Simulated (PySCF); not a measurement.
## Dipole moment and polarisability of `[C-]#[N+]C1CCCCC1`

Compound: C₇H₁₁N.
Geometry (PBE0-D3(BJ)/def2-SVP, Å), atoms numbered from 1 in this order:
```
atom  x, y, z in Å
C1    -0.5294    3.9135    0.6253
N2    -0.4656    2.8126    0.2262
C3    -0.3820    1.4705   -0.2233
C4    -1.5310    0.6338    0.3444
C5    -1.4330   -0.8124   -0.1264
C6    -0.0793   -1.4244    0.2185
C7     1.0652   -0.5837   -0.3377
C8     0.9775    0.8635    0.1317
H9    -0.4774    1.4920   -1.3244
H10   -1.4782    0.6801    1.4457
H11   -2.4917    1.0845    0.0518
H12   -1.5834   -0.8507   -1.2205
H13   -2.2502   -1.4030    0.3163
H14    0.0196   -1.4905    1.3168
H15   -0.0169   -2.4563   -0.1616
H16    2.0376   -1.0101   -0.0456
H17    1.0360   -0.6114   -1.4419
H18    1.1021    0.9170    1.2268
H19    1.7783    1.4758   -0.3106
```

Level: CAM-B3LYP/def2-SVPD (PySCF), static field, nuclei fixed, core orbitals frozen in the response. The polarisability tensor in these axes (au):

```
x    80.05  -1.42  -1.14
y    -1.42 100.86   5.38
z    -1.14   5.38  72.28
```

Problem. Diagonalise the tensor; give its mean and Δα, where Δα² is half the sum of the squared differences of the eigenvalues.

Solution. Principal values 71.21, 80.02 and 101.96 au; mean 84.40 au = 12.51 Å³ = 13.92 × 10⁻⁴⁰ C²·m²/J; Δα = 27.43 au (32 % of the mean).

Problem. What is the dipole moment, and where does it point?

Solution. (0.28, -4.20, -1.15) D, 4.36 D in size, pointing from the negative to the positive side. Measured along this direction, the outermost atoms are C1 at the negative end and H15 at the positive end.

Problem. What are the principal values of the traceless quadrupole moment, Θ = ½Σq(3rr − r²1), about the centre of nuclear charge?

Solution. -18.53, 9.18, 9.35 D·Å. The values depend on the origin, since the dipole doesn't vanish. The electronic extent ⟨r²⟩ about the same centre is 1033 bohr², a root-mean-square distance of 2.20 Å for the 60 electrons.

Problem. Find the Langevin capture rate constant for H3+ (3.023 u) meeting this molecule (109.089 u), k = 2.342 × 10⁻⁹ cm³/s × √(α in Å³ / reduced mass in u).

Solution. The reduced mass is 2.94 u, so k = 4.83 × 10⁻⁹ cm³/s. The formula leaves out the permanent dipole, which adds to the capture rate.

Problem. In a dilute gas of rigid molecules at 500 K, how does the orientational term μ²/3kT compare with the electronic polarisability?

Solution. In Gaussian units μ²/3kT = 91.72 Å³ against 12.51 Å³, a ratio of 7.33; the Debye molar polarisation (4π/3)N_A(α + μ²/3kT) is 262.9 cm³/mol, leaving out the vibrational part.

Problem. Form Σ f/ω² (atomic units) for the 10 lowest TDDFT singlets, given as eV and f, and set it beside the mean polarisability, which is this sum over all singlets: 7.89, 0.0001; 8.13, 0.0643; 8.16, 0.0163; 8.18, 0.0003; 8.20, 0.0490; 8.56, 0.0000; 8.79, 0.0005; 8.88, 0.0872; 8.93, 0.0030; 9.06, 0.0132.

Solution. They add up to 2.42 au, 2.9 % of the 84.40 au; the largest single term is 0.82 au, from the state at 8.88 eV. Terms in order: 0.00, 0.72, 0.18, 0.00, 0.54, 0.00, 0.01, 0.82, 0.03, 0.12 au. Higher excitations give the rest. The strengths listed sum to 0.234.

Isolated species at its PBE0-D3(BJ)/def2-SVP geometry (one conformer only).

The run behind these numbers computed excited states and ΔSCF ions as well. Hardware: one thread, x86-64 server (shared host). Cost: 7.3 min wall.
